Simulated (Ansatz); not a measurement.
Harmonic frequencies (cm⁻¹) at PBE0-D4/def2-TZVP from Ansatz: 177, 244, 327, 363, 696, 811, 979, 1035, 1114, 1266, 1505, 1767, 2167, 3104, 3193.

Which molecule is it?
A. `Cl[SiH]1C[Se]1`
B. `NC1=C[Te]1`
C. `NC#C[TeH]`
D. `[TeH]C1=NC1`

D.
